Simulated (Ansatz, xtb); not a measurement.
# BFGeH2O: where a starting geometry ends

The starting geometry of this gas-phase singlet was built from a drawn formula by distance geometry and a force field; its bonds are those of `F[B]1[O][GeH2]1`.

```xyz
6

B    -2.5724    0.2502    3.0706
F    -3.1201    0.6880    4.3159
Ge   -0.7594   -0.4297    2.2151
O    -2.1147    0.6094    1.7359
H     0.4864    0.4467    2.4050
H    -0.8174   -1.7511    1.4346
```

Task: Predict what it relaxes into with r2SCAN-D4/def2-SVP.

Result: It keeps its bonds, and is `F[B]1[O][GeH2]1`. Distances that change by over a tenth: B1–O4 (1.46 → 1.31 Å), Ge3–O4 (1.77 → 2.01 Å).

The energy falls by 1.74 eV over 9 steps:

| step | E − E(last) (eV) |
| --- | --- |
| 1 | 1.738 |
| 2 | 0.529 |
| 3 | 0.154 |
| 4 | 0.025 |
| 5 | 0.004 |
| 6 | 0.002 |
| 7 | 0.000 |
| 8 | 0.000 |
| 9 | 0.000 |

Final geometry (Å):

```xyz
6

B    -2.4006    0.3558    3.1348
F    -3.2648    0.5741    4.0994
Ge   -0.7387   -0.4877    2.4292
O    -2.2538    0.7164    1.8889
H     0.5415    0.3241    2.1773
H    -0.7813   -1.6692    1.4475
```

From the same start GFN2-xTB ends elsewhere, in pieces: GeH2 + BFO.

The end wasn't checked by frequencies. Run with Ansatz 0.2.0, 16 s on 1 thread of Intel(R) Xeon(R) 6975P-C (Granite Rapids) (shared host).
